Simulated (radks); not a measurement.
Fractional charge and spin in the 4p shell of niobium: the spin-up occupation runs from 2 to 3 and the spin-down occupation from 2 to 3; the fullest corner is Nb2+, [Ar] 3d10 4s2 4d(up 1.5, down 1.5) 4p(up 3, down 3). Calculated with a radial shooting solver on a logarithmic mesh with Libxc functionals: scalar-relativistic Kohn-Sham, r2SCAN, spin-polarised, spherical densities, finite nucleus; meta-GGA in the generalised Kohn-Sham scheme; Fermi nuclear charge, rms radius of each element as measured or else 0.836 A^(1/3) + 0.57 fm. Energy (eV) minus the two flat planes that join the four corners (they meet along the diagonal where the two added fractions sum to one electron); zero is where a piecewise linear energy would lie.

down \ up       2     2.5       3
2           0.000  -1.866   0.000
2.5        -1.866   0.366  -1.719
3           0.000  -1.719   0.000

Corners above the fullest one (they belong to Nb3+ and the next ion): (up 3, down 2) 59.608 eV, (up 2, down 3) 59.608 eV, (up 2, down 2) 135.04 eV. With half an added electron in each spin the energy lies 0.366 eV from the planes, and with half an added electron in spin up alone -1.866 eV. The planes are only a guide here: the flat-plane condition holds for ground states with one frontier orbital, while this shell lies below other occupied shells, so the corners above the fullest one are inner-hole states and not the ground states of those ions.
